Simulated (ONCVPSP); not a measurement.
**germanium: one change to an ONCV potential, before and after**

germanium, optimised norm-conserving Vanderbilt (ONCV), made with ONCVPSP 4.0.1 (LDA (Perdew-Wang 92), scalar-relativistic). Core [Ar] 3d10, reference 4s2 4p1.75 (charge +0.25). Waves: 4s: rc 1.85 bohr, ncon 3, nbas 6, qcut 4.5 1/bohr, local; 4p: rc 2.10 bohr, ncon 3, nbas 8, qcut 4 1/bohr, 3 projectors, debl 1.1 Ha. Local part: the s channel. Core correction: none.

Change: all radii scaled by about 1.16 (s 2.14, p 2.44 bohr).

Cutoffs: the cutoffs (Ha) at which the residual kinetic energy of the hardest occupied pseudo-wave falls to 1 and 0.1 mHa per electron; they do not see the model core or the augmentation charge, which bear on the density cutoff. Errors are all-electron minus pseudo energies relative to the spin-unpolarised reference configuration.

Question: Predict the effect on cutoff, ghosts and configuration errors.

Answer: The potential gets softer (8.1 Ha and 11 Ha → 7.1 Ha and 8.9 Ha); of the 4 tests that both files solve, the error grows in 0 and shrinks in 2 by more than 15 % and 0.3 meV (median size 7.1 → 6.0 meV); neither file shows a bound ghost. A larger radius leaves more room for a smooth pseudo-wave, so fewer plane waves are needed.

```csv
quantity,base,changed
"cutoff, loose",8.1 Ha,7.1 Ha
"cutoff, tight",11 Ha,8.9 Ha
loose cutoff by channel,"s 8.1 Ha, p 3.1 Ha","s 7.1 Ha, p 2.8 Ha"
bound ghosts,none,none
GHOST(+) flags under 300 eV,none,none
"error for 4s2 4p2, meV [ΔE -1.22 eV]",+0.2,+0.2
"error for 4s2 4p1, meV [ΔE 6.41 eV]",+2.3,+1.9
"error for 4s2 4p0, meV [ΔE 22.12 eV]",+28,+25
"error for 4s1 4p3, meV [ΔE 6.82 eV]",+12,+10
```
